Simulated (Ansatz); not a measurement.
AlFH₃NO (`[NH2][Al]([OH])[F]`), relaxed with RKS PBE-D4/def2-SVP in Ansatz 0.2.0 from a rough embedded geometry. The force threshold is 0.03 eV/Å; the program also tests the step.

Total charge 0; spin multiplicity 1.

Start:

```xyz
7

N     0.499    1.270   -0.160
Al   -0.099   -0.433    0.289
O     0.353   -1.819   -0.771
F    -1.112   -0.733    1.666
H    -0.348    1.934   -0.234
H     1.053    1.681    0.701
H    -0.347   -1.898   -1.491
```

```json
{"step": "1", "energy (eV)": "-12886.0138", "largest force (eV/Å)": "2.276", "largest move (Å)": "0.000"}
{"step": "2", "energy (eV)": "-12886.2268", "largest force (eV/Å)": "1.325", "largest move (Å)": "0.119"}
{"step": "3", "energy (eV)": "-12886.3966", "largest force (eV/Å)": "0.315", "largest move (Å)": "0.182"}
{"step": "4", "energy (eV)": "-12886.4527", "largest force (eV/Å)": "0.219", "largest move (Å)": "0.137"}
{"step": "5", "energy (eV)": "-12886.4855", "largest force (eV/Å)": "1.290", "largest move (Å)": "0.195"}
{"step": "6", "energy (eV)": "-12886.6019", "largest force (eV/Å)": "0.623", "largest move (Å)": "0.200"}
{"step": "7", "energy (eV)": "-12886.6818", "largest force (eV/Å)": "0.308", "largest move (Å)": "0.199"}
{"step": "8", "energy (eV)": "-12886.7424", "largest force (eV/Å)": "0.504", "largest move (Å)": "0.200"}
{"step": "9", "energy (eV)": "-12886.7629", "largest force (eV/Å)": "0.433", "largest move (Å)": "0.200"}
{"step": "10", "energy (eV)": "-12886.7844", "largest force (eV/Å)": "0.370", "largest move (Å)": "0.200"}
{"step": "11", "energy (eV)": "-12886.7887", "largest force (eV/Å)": "0.047", "largest move (Å)": "0.045"}
{"step": "12", "energy (eV)": "-12886.7890", "largest force (eV/Å)": "0.014", "largest move (Å)": "0.020"}
```

End:

```xyz
7

N     0.291    1.198    0.096
Al   -0.392   -0.423    0.306
O    -0.019   -1.798   -0.639
F    -1.509   -0.650    1.531
H     0.032    1.997    0.677
H     0.995    1.474   -0.589
H     0.603   -1.798   -1.381
```

Run time 11 s (2 threads of a server CPU on a shared host); peak host memory 0.18 GiB.
